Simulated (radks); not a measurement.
Q: All-electron atom: Tl+ in [Xe] 4f12 5d10 6s2 6p2 (not the ground configuration). Method: scalar-relativistic Kohn-Sham, r2SCAN, spin-polarised, spherical densities, finite nucleus; open shells are filled with parallel spins first (spin-orbit coupling, left out, can overturn this in heavy ions); meta-GGA in the generalised Kohn-Sham scheme; Fermi nuclear charge, rms radius 5.4759 fm; computed with a radial shooting solver on a logarithmic mesh with Libxc functionals. Some entries of the table are withheld. Estimate them.

| orbital | occ. | eigenvalue (hartree) | r(max) (bohr) | <r^2> (bohr^2) |
|---|---|---|---|---|
| 1s up | 1 | -3150.700 | 0.01003 | 0.0003690 |
| 1s down | 1 | -3150.698 | 0.01003 | 0.0003690 |
| 2s up | 1 | -563.6421 | 0.05813 | 0.005606 |
| 2s down | 1 | -563.6405 | 0.05813 | 0.005606 |
| 2p up | 3 | -485.0471 | 0.04833 | 0.004758 |
| 2p down | 3 | -485.0445 | 0.04833 | 0.004758 |
| 3s up | 1 | -136.5824 | 0.1638 | 0.03603 |
| 3s down | 1 | -136.4962 | 0.1638 | 0.03600 |
| 3p up | 3 | -113.8648 | 0.1637 | 0.03725 |
| 3p down | 3 | -113.7767 | 0.1637 | 0.03722 |
| 3d up | 5 | -90.23540 | 0.1336 | 0.03092 |
| 3d down | 5 | -90.16817 | 0.1336 | 0.03088 |
| 4s up | 1 | -32.13948 | 0.3680 | 0.1711 |
| 4s down | 1 | -32.00279 | 0.3681 | 0.1713 |
| 4p up | 3 | -24.60580 | 0.3874 | 0.1948 |
| 4p down | 3 | -24.47450 | 0.3875 | 0.1950 |
| 4d up | 5 | -15.74270 | 0.3932 | 0.2174 |
| 4d down | 5 | -15.61285 | 0.3933 | 0.2179 |
| 4f up | 7 | -5.98648 | 0.3536 | 0.2427 |
| 5s up | 1 | -5.96704 | 0.7939 | 0.8197 |
| 5s down | 1 | -5.92263 | 0.7964 | 0.8259 |
| 4f down | 5 | -5.85096 | 0.3541 | 0.2447 |
| 5p up | 3 | -3.81225 | 0.8806 | 1.059 |
| 5p down | 3 | -3.78416 | 0.8835 | 1.066 |
| 5d up | 5 | -1.33242 | 1.049 | (1) |
| 5d down | 5 | -1.31217 | 1.052 | (2) |
| 6s up | 1 | -0.83357 | 1.921 | 5.451 |
| 6s down | 1 | -0.76176 | 1.891 | 5.204 |
| 6p up | 2 | -0.45067 | 2.402 | 8.820 |
| 6p down | 0 | -0.36029 | 2.367 | 8.488 |

A: 
(1) 5d up <r^2> (bohr^2): 1.806
(2) 5d down <r^2> (bohr^2): 1.782
